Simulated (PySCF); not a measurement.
Ligands exchanged one at a time, In NH2-H. Gas-phase values, no solvent. One relaxed conformer stands for each flexible species; it need not be the lowest. Strings in code marks are SMILES.

These are PySCF 2.14.0 with TPSSh-D3(BJ)/def2-TZVP // CAM-B3LYP-D3(BJ)/def2-TZVP values and carry that method's errors. Delta-SCF ions had no search for a lower state. Excitations are Tamm–Dancoff values on a coarser integration grid. The basis has no diffuse functions, so Rydberg states are missing or too high.

| species | HOMO–LUMO gap (eV) | T1 excitation (TDA) (eV) | vertical ionisation energy (Delta-SCF) (eV) |
|---|---|---|---|
| 0 of 3 NH2 replaced by H (`[NH2][In]([NH2])[NH2]`) | … | 4.05 | – |
| 1 of 3 NH2 replaced by H (`[NH2][InH][NH2]`) | 5.18 | 4.30 | 8.31 |
| 2 of 3 NH2 replaced by H | 4.87 | 3.86 | 9.06 |
| 3 of 3 NH2 replaced by H (`[InH3]`) | … | – | 10.47 |

**Question.** Fill in the missing entries.

**Answer.** 
- 0 of 3 NH2 replaced by H (`[NH2][In]([NH2])[NH2]`), HOMO–LUMO gap (eV): 4.95
- 3 of 3 NH2 replaced by H (`[InH3]`), HOMO–LUMO gap (eV): 5.47
